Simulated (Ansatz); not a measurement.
The molecule MnS, multiplicity 8 (not the ground state: that is measured with 2S+1 = 6). No spin–orbit coupling. Mn is treated without relativity.

Constants: fifth-degree fit in 1/R to seven points, most abundant isotopes. Runs in def2 and cc sets follow the lowest solution found near the PBE0 minimum.

Correlated levels freeze the inner cores; with def2 sets outer-core shells near the valence are correlated too.

Programs: Ansatz (Gaussian basis) for Hartree–Fock, density functionals and correlated methods. Each number belongs to the level named beside it.

```json
[
 {"level": "PBE/def2-TZVPP", "r_e (Å)": "2.351", "ω_e (cm⁻¹)": "340", "ω_e x_e (cm⁻¹)": "1.4", "dipole (D)": "1.87"},
 {"level": "PBE0/def2-TZVPP", "r_e (Å)": "2.358", "ω_e (cm⁻¹)": "?", "ω_e x_e (cm⁻¹)": "1.3", "dipole (D)": "2.58"},
 {"level": "wB97X-V/def2-TZVPP", "r_e (Å)": "2.354", "ω_e (cm⁻¹)": "358", "ω_e x_e (cm⁻¹)": "1.3", "dipole (D)": "2.60"},
 {"level": "CCSD/def2-TZVPP", "r_e (Å)": "2.378", "ω_e (cm⁻¹)": "350", "ω_e x_e (cm⁻¹)": "1.2", "dipole (D)": "-"},
 {"level": "CCSD(T)/def2-TZVPP", "r_e (Å)": "?", "ω_e (cm⁻¹)": "?", "ω_e x_e (cm⁻¹)": "1.2", "dipole (D)": "-"}
]
```

### Question
Complete the blanks.

### Answer

- CCSD(T)/def2-TZVPP, r_e (Å): 2.373
- CCSD(T)/def2-TZVPP, ω_e (cm⁻¹): 349
- PBE0/def2-TZVPP, ω_e (cm⁻¹): 351

Ansatz is a first-principles code.
